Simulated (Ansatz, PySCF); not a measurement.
Reaction (SMILES): C[Si](F)(F)Cl + 4 [H][H] (H2) -> C (CH4) + Cl (HCl) + 2 F (HF) + [SiH4] (SiH4)
Geometries: B3LYP-D3(BJ)/def2-TZVP minima from Ansatz (a quantum-chemistry and plane-wave program). Frequencies are from Ansatz or PySCF.
Geometry of the first species:
```
Si
F 1 1.5879
F 1 1.5879 2 106.57
C 1 1.8366 2 110.91 3 -120.83
H 4 1.0906 1 110.47 2 179.12
H 4 1.0906 5 108.44 1 -121.19
H 4 1.0915 5 108.60 6 -117.85
Cl 1 2.0400 2 107.80 3 115.51
```

Property: energy of full hydrogenation (enthalpy at 298 K, with B3LYP-D3(BJ) rigid-rotor harmonic-oscillator terms), in kcal/mol. Valence correlation only, unless marked. No spin-orbit coupling. No relativistic terms. CBS(X,Y): correlation extrapolated as X^-3; Hartree-Fock from the larger set. [CCSD(T)-MP2]/basis is that difference in the basis named.

RI-MP2/CBS(aug-cc-pV(T+d)Z,aug-cc-pV(Q+d)Z)+[CCSD(T)-MP2]/aug-cc-pV(T+d)Z (Ansatz) gives 84.7 kcal/mol.

Question: Another calculation gave 77.2 kcal/mol. Which level was it?
A. HSE06/def2-TZVPD (Ansatz)
B. r2SCANh/def2-TZVPD (Ansatz)
C. M06-2X/def2-TZVPD (PySCF)
D. SVWN5/def2-TZVPD (Ansatz)

Answer: A, HSE06/def2-TZVPD (Ansatz). The others give 87.5 (r2SCANh), 80.6 (SVWN5), 90.8 (M06-2X) kcal/mol.
